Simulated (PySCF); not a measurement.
C7H14NP.
Numbering: `[CH3:1][C:2]1=[CH:3][CH2:4][CH2:5][P:6]1[N:7]([CH3:8])[CH3:9]`

Geometry (GFN2-xTB, Å), atoms numbered from 1 in this order:
```xyz
23
C7H14NP angstrom
C      1.6263    1.9745    0.6609
C      1.3420    0.5442    0.3521
C      2.0163   -0.2386   -0.4809
C      1.5538   -1.6509   -0.6549
C      0.3777   -1.8943    0.2983
P     -0.0541   -0.2919    1.2037
N     -1.3367    0.4228    0.3304
C     -2.6475    0.3742    0.9449
C     -1.3940    0.3996   -1.1140
H      1.9744    2.0723    1.6893
H      0.7112    2.5585    0.5665
H      2.3831    2.3815   -0.0073
H      2.8765    0.0937   -1.0469
H      2.3749   -2.3400   -0.4415
H      1.2634   -1.8145   -1.6977
H     -0.5085   -2.2656   -0.2197
H      0.6403   -2.6352    1.0548
H     -3.2232   -0.5102    0.6446
H     -2.5314    0.3634    2.0275
H     -3.2165    1.2632    0.6590
H     -1.9746    1.2584   -1.4617
H     -1.8703   -0.5103   -1.5024
H     -0.3878    0.4723   -1.5219
```

NICS = −σ at a ghost point: NICS(0) at the centroid of the ring atoms, NICS(1) 1 Å to either side along the normal of their mean plane, zz for the tensor component along that normal. Level: GIAO PBE0/pcSseg-1 (PySCF, non-relativistic, gas phase) on the GFN2-xTB geometry, one conformer.

Ring bond lengths (Å), with Mayer bond orders in brackets: C2–C3 1.327 (1.82), C3–C4 1.496 (1.05), C4–C5 1.533 (1.00), C5–P6 1.890 (0.93), P6–C2 1.837 (0.93).

Q: What do the NICS probes read (ppm)?

A: 
```json
{"ring": "C2–C3–C4–C5–P6", "type": "5-membered ring with P; formal bonds 1 double, 4 single", "NICS(0)": "-3.2", "NICS(1), two faces": "-4.5 / -3.2", "NICS(1)zz, two faces": "-6.1 / -4.2", "rms pucker (Å)": "0.01", "centre to ring atoms, mean (Å)": "1.37"}
```

Q: What can be read from them?

A: 
- C2–C3–C4–C5–P6: mean NICS(1)zz -5.2 ppm, shielded. C4, C5 have four or more neighbours, and the NICS criterion for π rings isn't applied.

Q: List the ring angles and the Hirshfeld charges of the ring atoms.

A: 
- C2–C3–C4–C5–P6: C2 114.1° (-0.050 e), C3 118.2° (-0.050 e), C4 108.3° (-0.073 e), C5 109.8° (-0.125 e), P6 89.4° (+0.178 e); sum 539.9° against 540° for a flat convex ring.
